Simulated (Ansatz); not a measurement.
Stepwise reaction of `OB(O)F` with hydrogen fluoride, as a gas-phase model of exchange steps in deposition or etching. ΔE in kJ/mol; ΔG adds harmonic PBE0-D4 terms to CCSD(T)/CBS, at 1 bar.

Program: Ansatz. Geometries: PBE0-D4/def2-TZVP. ΔE: electronic, gas phase. CCSD(T)/CBS adds triple-zeta CCSD(T) − MP2 to the extrapolated MP2 energy (def2 sets, frozen cores). This one scheme is used for every species. DFT in def2-TZVPP. B3LYP here is the variant with VWN-RPA as its local correlation; programs differ in this. One conformer a species, not always the lowest.

| step | reaction | PBE-D4 | B3LYP-D4 | ωB97M-V | CCSD(T)/CBS | ΔG(600 K) |
| --- | --- | --- | --- | --- | --- | --- |
| 2 | `OB(F)F` + H–F → `FB(F)F` + H₂O | -8.1 | -9.9 | -9.9 | -9.2 | -7.2 |

Q: Give the row of step 1, `OB(O)F` + H–F → `OB(F)F` + H₂O. (An estimate is asked.)

A: Computed: 
```tsv
step	reaction	PBE-D4	B3LYP-D4	ωB97M-V	CCSD(T)/CBS	ΔG(600 K)
1	`OB(O)F` + H–F → `OB(F)F` + H₂O	-13.0	-14.9	-14.5	-13.1	-19.7
```

Q: By hand: ΔE of the 2 steps together at CCSD(T)/CBS.

A: (-13.1) + (-9.2) = -22.3 kJ/mol, or -11.1 kJ/mol a step.

In ΔE the steps differ by no more than 3.9 kJ/mol. All are downhill at CCSD(T)/CBS. ΔG lies between -19.7 and -7.2 kJ/mol a step. PBE-D4 differs from CCSD(T)/CBS by 0.1 to 1.1 kJ/mol a step. Isolated molecules leave out the surface, adducts and barriers. Largest T1 diagnostic: 0.012.
